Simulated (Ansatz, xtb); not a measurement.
# C6H6N2S: which of two isomers lies lower

We compare X, `C[C@H](C#N)c1nccs1`, a singlet, with Y, `Nc1csc2cc[nH]c12`, a singlet. Both are isolated molecules in the gas phase, relaxed with B3LYP-D3(BJ)/def2-SVP; the shapes shown needn't be the lowest conformers.

X (Å):

```json
{"atom": "C", "x (Å)": "-1.6130", "y (Å)": "-0.3962", "z (Å)": "-1.8718"}
{"atom": "C", "x (Å)": "-0.2025", "y (Å)": "-0.3642", "z (Å)": "-1.2442"}
{"atom": "C", "x (Å)": "0.2795", "y (Å)": "-1.7207", "z (Å)": "-0.9550"}
{"atom": "C", "x (Å)": "-0.1691", "y (Å)": "0.5241", "z (Å)": "-0.0194"}
{"atom": "C", "x (Å)": "-0.2776", "y (Å)": "2.3971", "z (Å)": "1.1424"}
{"atom": "C", "x (Å)": "-0.2067", "y (Å)": "1.5261", "z (Å)": "2.1987"}
{"atom": "N", "x (Å)": "0.6327", "y (Å)": "-2.8017", "z (Å)": "-0.7367"}
{"atom": "N", "x (Å)": "-0.2581", "y (Å)": "1.8189", "z (Å)": "-0.1001"}
{"atom": "S", "x (Å)": "-0.1063", "y (Å)": "-0.0991", "z (Å)": "1.6155"}
{"atom": "H", "x (Å)": "-2.3338", "y (Å)": "-0.8407", "z (Å)": "-1.1704"}
{"atom": "H", "x (Å)": "-1.6118", "y (Å)": "-0.9849", "z (Å)": "-2.8004"}
{"atom": "H", "x (Å)": "-1.9226", "y (Å)": "0.6341", "z (Å)": "-2.0936"}
{"atom": "H", "x (Å)": "0.4957", "y (Å)": "0.0846", "z (Å)": "-1.9709"}
{"atom": "H", "x (Å)": "-0.3414", "y (Å)": "3.4826", "z (Å)": "1.2333"}
{"atom": "H", "x (Å)": "-0.1957", "y (Å)": "1.7487", "z (Å)": "3.2639"}
```

Y (Å):

```tsv
atom	x (Å)	y (Å)	z (Å)
C	-0.8443	-0.6449	-1.0730
C	0.3566	-1.1143	-1.5569
C	0.7329	0.7747	0.0196
C	0.7932	1.8786	0.9204
C	-0.5205	2.1804	1.2417
C	-0.6111	0.4469	-0.1741
N	-2.1320	-1.0816	-1.4238
N	-1.3684	1.3093	0.5846
S	1.7618	-0.2485	-0.9435
H	-2.7122	-1.2846	-0.6112
H	-2.1203	-1.8972	-2.0300
H	0.5014	-1.9409	-2.2507
H	1.6745	2.3929	1.2954
H	-0.9150	2.9548	1.8959
H	-2.3769	1.3711	0.5778
```

Problem. Estimate E(Y) − E(X) at the level CCSD(T)/def2-SVP + ΔMP2/def2-TZVPP.

Solution. Calculated at CCSD(T)/def2-SVP + ΔMP2/def2-TZVPP: E(Y) − E(X) = +0.088 eV, so structure X lies lower.

The same difference at several levels:

```csv
level,geometry,E(Y) − E(X) (eV),departure from the last row (eV),"job, with rough time for the two"
B3LYP-D3(BJ)/def2-SVP,B3LYP-D3(BJ)/def2-SVP,−0.229,−0.316,"optimisation, 2 min"
HF/def2-SVP,B3LYP-D3(BJ)/def2-SVP,+0.174,+0.086,part of the CCSD(T) run
MP2/def2-SVP,B3LYP-D3(BJ)/def2-SVP,+0.115,+0.027,part of the CCSD(T) run
CCSD(T)/def2-SVP,B3LYP-D3(BJ)/def2-SVP,+0.239,+0.151,single point
CCSD(T)/def2-SVP + ΔMP2/def2-TZVPP,B3LYP-D3(BJ)/def2-SVP,+0.088,,"single point, 2.8 min"
```

As drawn, Y has 1 C–N, 4 C∷C, 3 N–H in place of 3 C–C, 1 C≡N, 3 C–H (∷ is an aromatic bond). Structure X has a 5-membered ring (with an aromatic ring), Y 2 5-membered rings (with an aromatic ring).

B3LYP-D3(BJ)/def2-SVP puts the two in the other order. The largest departure from CCSD(T)/def2-SVP + ΔMP2/def2-TZVPP is that of B3LYP-D3(BJ)/def2-SVP, 0.316 eV. Levels run at GFN2-xTB geometries aren't shown. The last row adds to CCSD(T) the change of the MP2 difference between the two basis sets, here −0.151 eV, a large step that makes the value less sure.

With thermal terms from frequencies at re-optimised GFN2-xTB minima (ideal gas, soft modes damped towards free rotors, one conformer each, 298.15 K, 1 atm): the zero-point term adds +0.064 eV; ΔH is +0.122 and ΔG +0.211 eV.

The correlated steps freeze 13 core orbitals. Mirror images aren't counted in ΔG. Codes used: Ansatz 0.2.0, xtb 6.7.1; the last row on 4 threads of Arm Neoverse V1 on a shared host.
